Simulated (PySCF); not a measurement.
Two species compared at the same levels of theory.

First species: C3H7FSi.
Atom-mapped SMILES: `[CH2:1]=[CH:2][SiH2:3][CH2:4][F:5]` (hydrogens: H6, H7 on C1; H8 on C2; H9, H10 on Si3; H11, H12 on C4)

Second species: C3H7FSi.
SMILES: `C[Si@@H]1C[C@@H]1F`

Levels: CAM-B3LYP/def2-SVPD for dipole moment, HOMO energy, LUMO energy, HOMO–LUMO gap, static isotropic polarisability and electronic spatial extent ⟨r²⟩ about the centre of nuclear charge; TDDFT CAM-B3LYP/def2-SVPD for lowest singlet excitation; TDA CAM-B3LYP/def2-SVPD for lowest triplet excitation (Tamm–Dancoff); GFN2-xTB for rotational constant A and rotational constant C. Geometries: GFN2-xTB. Each species is one conformer at its optimised geometry, gas phase, non-relativistic unless stated; the electronic structure was computed with PySCF and density fitting.

Dipoles, sizes and rotational constants follow the conformer. The torsions of the flexible species, by atom-mapped SMILES:
- `[CH2:1]=[CH:2][SiH2:3][CH2:4][F:5]`: C1–C2–Si3–C4 133°, C2–Si3–C4–F5 60°

Problem. Which has the higher HOMO energy?

Solution. The second: -8.11 eV against -9.34 eV, a difference of 1.23 eV.

Problem. Which of the two has the higher ⟨r²⟩, and by how much?

Solution. The first: 699 bohr² against 571 bohr², a difference of 128 bohr².

Problem. Which has the higher static isotropic polarisability?

Solution. The first: 65.0 au against 63.4 au, a difference of 1.6 au.

Problem. Which has the higher dipole moment?

Solution. The second: 2.14 D against 1.75 D, a difference of 0.39 D.

Problem. Which of the two has the higher HOMO–LUMO gap, and by how much?

Solution. The first: 9.95 eV against 9.19 eV, a difference of 0.76 eV.

Problem. Which of the two has the higher rotational constant A, and by how much?

Solution. The first: 7.721 GHz against 5.941 GHz, a difference of 1.780 GHz.

Problem. Which of the two has the higher S1 energy, and by how much?

Solution. The first: 6.79 eV against 6.11 eV, a difference of 0.68 eV.

Problem. Which has the higher T1 energy?

Solution. The second: 5.17 eV against 4.33 eV, a difference of 0.84 eV.

On the first: The principal polarisabilities are 54.5, 59.6 and 80.8 au; their mean is the isotropic value.

On the second: S1 lies 3.08 eV below the HOMO–LUMO gap; its leading configuration is HOMO→LUMO, weight 0.69. The dipole matches unit charges of opposite sign 0.44 Å apart (1 e·Å = 4.8032 D).
